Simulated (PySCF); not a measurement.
Cartesian coordinates in Å; atom numbers follow the order of the lines, from 1:
```xyz
32

C    -5.5750   -0.8351    0.0501
C    -4.3592   -0.0697   -0.4471
C    -3.0428   -0.5887    0.1151
C    -1.8207    0.1729   -0.3766
C    -0.5050   -0.3430    0.1879
C     0.7158    0.4214   -0.3029
C     2.0317   -0.0868    0.2686
C     3.2476    0.6832   -0.2303
C     4.5760    0.2526    0.3853
C     4.9924   -1.1737    0.0563
H    -5.6586   -0.7829    1.1477
H    -5.5148   -1.9013   -0.2224
H    -6.5094   -0.4366   -0.3735
H    -4.4638    0.9999   -0.1921
H    -4.3214   -0.1086   -1.5503
H    -3.0775   -0.5500    1.2195
H    -2.9338   -1.6591   -0.1394
H    -1.9311    1.2431   -0.1231
H    -1.7853    0.1330   -1.4807
H    -0.5411   -0.3030    1.2920
H    -0.3928   -1.4131   -0.0655
H     0.5998    1.4925   -0.0552
H     0.7553    0.3764   -1.4066
H     2.1377   -1.1587    0.0262
H     1.9953   -0.0332    1.3725
H     3.0925    1.7580   -0.0304
H     3.3085    0.5910   -1.3306
H     4.5221    0.3767    1.4818
H     5.3641    0.9460    0.0459
H     4.2871   -1.9140    0.4646
H     5.9853   -1.4068    0.4702
H     5.0416   -1.3324   -1.0335
```

Geometry: PBE0-D3(BJ)/def2-SVP; GIAO shifts from PySCF 2.14.0 with density-fitted response routines, gas phase, non-relativistic, averaged over equivalent atoms.

At PBE0/pcSseg-1 (280 basis functions, 93 s wall time on 1 thread of an Arm Neoverse V1, shared host):
| atoms | δ (ppm) |
| --- | --- |
| C3/C8 | 35.4 |
| C5/C6 | 35.1 |
| C4/C7 | 33.4 |
| C2/C9 | 26.3 |
| C1/C10 | 15.6 |
| H14/H15/H28/H29 | 1.27 |
| H16/H17/H26/H27 | 1.15 |
| H20/H21/H22/H23 | 1.13 |
| H18/H19/H24/H25 | 1.12 |
| H11/H12/H13/H30/H31/H32 | 0.97 |

δ = σ(ref) − σ, references computed at the same level: TMS for $^{13}$C (184.41 ppm), $^{1}$H (31.27 ppm).

**Question.** What do these become at WP04/pcSseg-1?

**Answer.** 
```csv
atoms,δ at WP04/pcSseg-1,change
C3/C8,35.7,+0.3
C5/C6,35.6,+0.5
C4/C7,34.2,+0.8
C2/C9,28.1,+1.8
C1/C10,17.3,+1.7
H14/H15/H28/H29,1.19,-0.08
H16/H17/H26/H27,1.09,-0.06
H20/H21/H22/H23,1.05,-0.08
H18/H19/H24/H25,1.05,-0.07
H11/H12/H13/H30/H31/H32,0.93,-0.04
```

Shifts are taken against calculated references (same method and geometry level): TMS for $^{13}$C (172.44 ppm) and $^{1}$H (31.56 ppm).

The largest change is at C2/C9 (sp3 CH2). Cost: 280 basis functions, 72 s wall time on 1 thread of an Arm Neoverse V1, shared host. The order of the carbon signals is the same at both levels.
